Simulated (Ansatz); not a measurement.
The same path of CH$_{4}$FNOSi (9 atoms, charge 0, multiplicity 1) was run twice with different band settings. The coordinate that changes most is the dihedral H6–N1–C2–Si4.

Level of theory: RKS PBE-D4/STO-3G (Ansatz 0.2.0).

Relaxed end points:

```xyz
9
Properties=species:S:1:pos:R:3
N -0.207 0.513 1.311
C 0.863 -0.066 0.558
O 2.065 -0.221 0.912
Si -0.097 -0.549 -1.087
F -1.500 0.362 -0.764
H 0.021 1.215 2.060
H -1.024 0.708 0.604
H 0.471 -0.063 -2.346
H -0.503 -1.945 -1.265
```

```xyz
9
Properties=species:S:1:pos:R:3
N 0.004 0.928 1.080
C 0.826 -0.139 0.597
O 1.863 -0.621 1.133
Si -0.102 -0.556 -1.083
F -1.520 0.323 -0.741
H -0.929 0.896 0.502
H -0.030 1.111 2.116
H 0.460 -0.033 -2.331
H -0.483 -1.955 -1.291
```

Common settings: movable images 9; climbing image yes; spring 5.0 eV/Å²; start path IDPP; force threshold 0.05 eV/Å; end points relaxed.

| run | optimiser | iteration limit | largest step |
| --- | --- | --- | --- |
| 1 | quadratic models (default) | 50 | default |
| 2 | lbfgs | 60 | 0.02 Å |

Q: What does each run give, and how far can it be trusted?

A: Run 1: converged after 10 iterations, highest image 0.899 eV above the first end. A vibrational analysis at the climbing image gives one clearly imaginary mode, 399i cm⁻¹: a first-order saddle point.
Run 2: not converged after 60 iterations, highest image 0.906 eV above the first end. The band didn't meet its force threshold, so its energies are provisional: the largest band force was still 0.29 eV/Å, and over the last iterations the top stayed at 0.91 eV.
Limits of this set-up: minimal basis.
